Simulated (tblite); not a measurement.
Run record: tight-binding relaxation, `C=C[C@](C=O)(C[SiH3])C(F)F`.

Computed with GFN2-xTB geometry optimisation, gas phase (tblite 0.8.0). Start geometry: from a force field or distance geometry. The command runs a driver script over a list of jobs; the input below is this job's line of settings and its coordinates in Å.

Command:
```bash
OMP_NUM_THREADS=1 python probes_run.py task.json out
```

Input:
```
{"job": {"kind": "relax", "xc": "GFN2-xTB", "basis": "xTB"}, "charge": 0, "multiplicity": 1}
C     -2.346100     0.971900     0.250200
C     -1.728400     0.012400    -0.422500
C     -0.293000    -0.321500    -0.099100
C     -0.310000    -0.894500     1.267000
O     -1.410400    -0.984800     1.826300
C      0.471700     0.947700    -0.212100
Si     2.294100     0.742500     0.143500
C      0.233400    -1.417200    -0.993900
F      1.545500    -1.622200    -0.603300
F     -0.470500    -2.574600    -0.699500
H     -3.398100     1.227700     0.038100
H     -1.872900     1.548700     1.029700
H     -2.303000    -0.512200    -1.164700
H      0.563500    -1.238400     1.785300
H      0.049000     1.792800     0.385200
H      0.415500     1.268600    -1.276700
H      3.011700     0.269600    -1.018300
H      2.517400    -0.125300     1.332400
H      2.825200     2.071100     0.495000
H      0.200100    -1.151800    -2.065400
```

What does the run print?

```
step      E/eV     max force
  0    -901.28538    4.343
  1    -901.47507    5.577
  2    -901.68051    0.933
  3    -901.76201    0.872
  4    -901.84401    0.668
  5    -901.86818    0.390
  6    -901.89071    0.383
  7    -901.90449    0.405
  8    -901.91853    0.292
  9    -901.93324    0.269
... (153 lines left out)
163    -902.15694    0.017
164    -902.15700    0.021
165    -902.15707    0.023
166    -902.15714    0.017
167    -902.15717    0.012
168    -902.15720    0.011
169    -902.15722    0.012
170    -902.15725    0.012
171    -902.15727    0.011
172    -902.15729    0.010
```

«max force» is the largest atomic force in eV/Å.

From which step on does the largest force stay under 0.1 eV/Å, and how much energy is left to gain from there?

From step 108 (0.059 eV/Å), 6.6 meV above the end.

In short: energy lowered by 20.1 kcal/mol over 172 steps; largest atomic force 0.010 eV/Å at the end.

Estimate the wall time. Hardware: one thread of an Arm Neoverse N1, shared host.

About 2.7 s.
Labels such as C1 count atoms from 1, the log's own numbers from 0.
